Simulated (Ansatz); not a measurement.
bromotrifluoromethane (CBrF3), singlet, at a GFN2-xTB geometry; PBE/def2-SVP run with Ansatz (a program for electronic structure).

Ansatz was given this input:
Ansatz 0.2 input:
```yaml
crystal:
  periodic: [false, false, false]
  atoms:
    - {symbol: F, position_ang: [-1.25521109, -0.59016274, -1.10733380]}
    - {symbol: C, position_ang: [-0.81788382, 0.01960982, -0.02293889]}
    - {symbol: F, position_ang: [-1.31527921, -0.58708967, 1.03701563]}
    - {symbol: F, position_ang: [-1.24067541, 1.26863000, -0.03657222]}
    - {symbol: Br, position_ang: [1.12022270, -0.02685878, 0.03141848]}
basis:
  gaussian:
    orbitals: def2-SVP
hamiltonian:
  xc: pbe
```

It wrote (shortened):

```
Functional definition: PBE
947 factors; their error is unknown
mean field evaluation 1: about -79197.4566 eV, gradient 3.6e1 eV
mean field evaluation 2: about -79193.6406 eV, gradient 6.2e1 eV
mean field evaluation 4: about -79199.1668 eV, gradient 1.7e0 eV
mean field evaluation 8: about -79199.1732 eV, gradient 1.3e-2 eV
mean field evaluation 16: about -79199.0790 eV, gradient 4.0e-5 eV
mean field -79199.07896464 eV, -2910.5124688865 hartree, gradient 4.0e-5 eV, S^2 0.000000; 0 other end points of the search recorded, 0 dependent functions left out
reference -79199.07898163 eV, -2910.5124695112 hartree; 34, 34 occupied and 54, 54 virtual orbitals, 947 factors
Total energy: -79199.07898163 eV, -2910.5124695112 hartree
```
